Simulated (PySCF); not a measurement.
Se(SMe)(GeH3), SMILES CS[Se][GeH3] (CH₆GeSSe) at its CAM-B3LYP/def2-SVP optimised geometry (Å):

```
10

Se    -1.5948     0.4256     0.0000
S     -0.5470     1.0503    -1.8595
C      1.0239     1.6887    -1.2139
H      0.8614     2.5411    -0.5417
H      1.5949     2.0270    -2.0914
H      1.5948     0.9063    -0.6967
Ge    -0.8173    -1.8097     0.0000
H      0.7172    -1.8097     0.0000
H     -1.3509    -2.4628     1.2843
H     -1.3465    -2.5411    -1.2381
```

Computed with PySCF with CAM-B3LYP/def2-TZVP.

Map of the Laplacian of the electron density (e/bohr⁵) on the plane z = 0.8 Å:

```
|11111111111111111111111111111|
|11111111111111111111111111111|
|11111111111111111111111111111|
|11111111111111111111111111111|
|11111111111111111111111111111|
|11111111111111111111111111111|
|11111111111111111111111111111|
|11111111111111111111111111111|
|11111111111111111111111111111|
|11111111111111111111111111111|
|11111111222211111111111111111|
|11111112221221111111111111111|
|11111112221121111111111111111|
|11111112233121111111111111111|
|11111112222221111111111111111|
|11111112222221111111111111111|
|11111111222221111111111111111|
|11111111122222211111111111111|
|11111111122453222111111111111|
|11111111122794222111111111111|
|11111111110253222111111111111|
|11111111110012211111111111111|
|11111111121122111111111111111|
|11111111112111111111111111111|
|11111111111111111111111111111|
|11111111111111111111111111111|
|11111111111111111111111111111|
|11111111111111111111111111111|
|11111111111111111111111111111|
```
Scale: ten equal steps from -0.154 (start of '0') to 0.804 (end of '9'), in the order '0123456789'; x runs from -5.00 to 5.00, y from -5.00 (bottom) to 5.00 (top).
